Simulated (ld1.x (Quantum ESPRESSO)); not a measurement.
# u(r) = r·R(r): atom against pseudo-atom (Ga (Z = 31))

Columns: radius, all-electron u(r) and pseudo u(r) of the 4p shell (level -5.62 eV) of gallium in the configuration [Ar] 3d10 4s2 4p0.5; PBE, scalar-relativistic, TM semilocal scheme, ld1.x (Quantum ESPRESSO) 7.5.

```tsv
r (bohr)	all-electron	pseudo
0.143	0.1234	0.0052
0.285	-0.0798	0.0205
0.428	-0.2165	0.0457
0.570	-0.2124	0.0798
0.713	-0.1262	0.1222
0.855	-0.0103	0.1711
0.998	0.1091	0.2255
1.140	0.2177	0.2829
1.283	0.3124	0.3418
1.425	0.3908	0.3987
1.568	0.4547	0.4519
1.710	0.5044	0.4984
1.853	0.5423	0.5369
1.995	0.5692	0.5658
2.138	0.5870	0.5854
2.280	0.5967	0.5962
2.423	0.5996	0.5995
2.565	0.5968	0.5968
2.708	0.5893	0.5893
2.850	0.5780	0.5780
2.992	0.5636	0.5636
3.135	0.5469	0.5469
3.278	0.5284	0.5284
3.420	0.5087	0.5087
3.563	0.4881	0.4881
3.705	0.4671	0.4671
```

(1) How many radial nodes do the two functions have?

(2) At about which radius was the pseudo-wave matched?

(3) Where does each function peak?

(4) Is the pseudo-wave norm-conserving?

Results:

(1) The all-electron 4p function has n − l − 1 = 2; the pseudo-wave has 0, since the states of the same l below it are removed with the core.

(2) 2.70 bohr. The columns agree to 0.0005 from 2.42 bohr on; several derivatives are matched, so the curves merge somewhat inside the radius.

(3) Outermost all-electron maximum near 2.42 bohr, pseudo maximum near 2.42 bohr (to the table’s step).

(4) Yes: the TM semilocal scheme keeps the norm inside the radius equal to the all-electron one, which fixes the energy derivative of the logarithmic derivative at the level.
